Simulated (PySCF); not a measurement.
**How methods differ on the excitation energy of Te**

Te [Kr] 4d10 5s2 5p4 (3P) → Te [Kr] 4d10 5s1 5p5 (3P), as a difference of total energies. Calculation: PySCF 2.14, in aug-cc-pVTZ-PP with ECP28MDF (6s5p4d2f, 55 functions); a scalar-relativistic core potential. Correlated levels: valence: 4s2 4p6 4d10 frozen. The calculations carry no spin-orbit coupling.

| method | excitation energy (eV) |
| --- | --- |
| UHF | 9.988 |
| MP2 (valence) | 9.199 |
| SCS-MP2 (valence) | 9.095 |
| CCSD (valence) | 8.211 |
| CCSD(T) (valence) | 7.567 |

Q: How much does correlation contribute at CCSD(T) (valence)?

A: 7.567 − (9.988) = -2.421 eV, measured against UHF.

The upper state lies above the first ionisation limit, where it may autoionise and the basis confines it.

The coupled-cluster amplitudes are large for the upper state (T1 above 0.03 or a double amplitude above 0.15), so a single reference is strained.
